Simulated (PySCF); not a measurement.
Write Cartesian coordinates for InChI=1S/C9H13B/c1-10(2)8-3-4-9(7-8)5-6-9/h3-4,7H,5-6H2,1-2H3 as optimised with PBE0-D3(BJ)/def2-SVP.

```
atom  x, y, z in Å
C1     3.0030   -0.1630   -1.4278
B2     2.0962    0.1671   -0.1813
C3     2.7032    0.6948    1.1786
C4     0.5558   -0.0347   -0.3058
C5    -0.3655    0.1798    0.6827
C6    -1.7119   -0.1292    0.1859
C7    -1.5153   -0.5551   -1.2137
C8    -0.1930   -0.4968   -1.4889
C9    -2.7823   -0.7399    1.0888
C10   -2.9393    0.6572    0.6425
H11    4.0807   -0.0137   -1.2704
H12    2.6887    0.4530   -2.2897
H13    2.8378   -1.2070   -1.7494
H14    2.2679    1.6759    1.4368
H15    3.7978    0.7978    1.1735
H16    2.4259    0.0227    2.0093
H17   -0.1605    0.5269    1.6976
H18   -2.3228   -0.8580   -1.8818
H19    0.2675   -0.7521   -2.4449
H20   -3.4051   -1.5135    0.6338
H21   -2.4916   -0.9359    2.1234
H22   -2.7609    1.4640    1.3571
H23   -3.6751    0.8856   -0.1319
```

Any rigid rotation of these coordinates is as good. Atoms count from 1 in this order. The 3-membered ring C6–C9–C10 has internal angles of 57.7° to 61.1°. Of the pairs four or more bonds apart, C3···H17 is among the closest relative to their van der Waals radii: 2.92 Å, 101 % of the sum of Bondi's values. The B–C distances run from 1.559 Å (B2–C4, drawn single) to 1.580 Å (B2–C3, drawn single), a spread of 0.021 Å. The 8 C–C bonds span 1.352 Å (C7=C8, drawn double) to 1.528 Å (C6–C9, drawn single), a spread of 0.176 Å.

Bonds between heavy atoms (Å): C1–B2 1.576, B2–C3 1.580, B2–C4 1.559, C4=C5 1.368, C5–C6 1.468, C6–C7 1.476, C7=C8 1.352, C6–C9 1.528, C9–C10 1.475, C4–C8 1.474, C6–C10 1.528.

Method used: PySCF 2.14.0, PBE0-D3(BJ)/def2-SVP geometry optimisation, gas phase.

PBE0-D3(BJ)/def2-SVP frequencies: not computed here.

Cost: about 4 min of CPU time on one thread; the machine was shared, so the figure is rough. This is the geometry optimisation.
